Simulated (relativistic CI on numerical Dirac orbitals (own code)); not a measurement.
**Ligand-field terms of d6**

Computed with a parametric ligand-field model of a d^n configuration (Racah B and C, spin-orbit zeta, crystal field), exact diagonalisation.

Field parameters in Wybourne normalisation: Oh B⁴₀ = 21Dq, B⁴₄ = √(5/14) B⁴₀. The field is a parameter set, without covalency.

Ground term and bands for B = 340, C = 1240, ζ = 0 cm⁻¹, Oh, 10Dq = 19750 cm⁻¹?

Ground term 1A1 with 0.02 electrons in the two orbitals of the cubic e set. Spin-allowed: 1T1 18810 cm⁻¹ (532 nm), 1T2 23739 cm⁻¹ (421 nm), 1T2 38222 cm⁻¹ (262 nm), 1E 38319 cm⁻¹ (261 nm). Lowest spin-forbidden: 3T1 16182 cm⁻¹ (618 nm), 3T2 18643 cm⁻¹ (536 nm), 5T2 28323 cm⁻¹ (353 nm).

Ground term and bands for B = 330, C = 1270, ζ = 0 cm⁻¹, Oh, 10Dq = 10650 cm⁻¹?

Ground term 1A1 with 0.04 electrons in the two orbitals of the cubic e set. Spin-allowed: 1T1 9819 cm⁻¹ (1018 nm), 1T2 14171 cm⁻¹ (706 nm), 1T2 20265 cm⁻¹ (493 nm), 1E 20306 cm⁻¹ (492 nm). Lowest spin-forbidden: 3T1 7070 cm⁻¹ (1414 nm), 3T2 9227 cm⁻¹ (1084 nm), 5T2 10158 cm⁻¹ (984 nm).

Ground term and bands for B = 610, C = 2710, ζ = 0 cm⁻¹, Oh, 10Dq = 4800 cm⁻¹?

Ground term 5T2 with 2.00 electrons in the two orbitals of the cubic e set. Spin-allowed: 5E 4800 cm⁻¹ (2083 nm). Lowest spin-forbidden: 3T1 10064 cm⁻¹ (994 nm), 3T2 12023 cm⁻¹ (832 nm), 1A1 12438 cm⁻¹ (804 nm).

A d6 ion in Oh symmetry has the ground term 1A1 and bands at 3T1 29598 cm⁻¹ (338 nm), 3T2 33084 cm⁻¹ (302 nm), 1T1 33192 cm⁻¹ (301 nm), 1T2 40159 cm⁻¹ (249 nm), 5T2 53585 cm⁻¹ (187 nm), 1T2 67216 cm⁻¹ (149 nm), 1E 67378 cm⁻¹ (148 nm). Which parameters reproduce them?

B = 470, C = 1710, ζ = 0 cm⁻¹, Oh, 10Dq = 34550 cm⁻¹.

Ground term and bands for B = 950, C = 4080, ζ = 0 cm⁻¹, Oh, 10Dq = 7950 cm⁻¹?

Ground term 5T2 with 2.00 electrons in the two orbitals of the cubic e set. Spin-allowed: 5E 7950 cm⁻¹ (1258 nm). Lowest spin-forbidden: 3T1 14622 cm⁻¹ (684 nm), 1A1 17534 cm⁻¹ (570 nm), 3T2 17861 cm⁻¹ (560 nm).
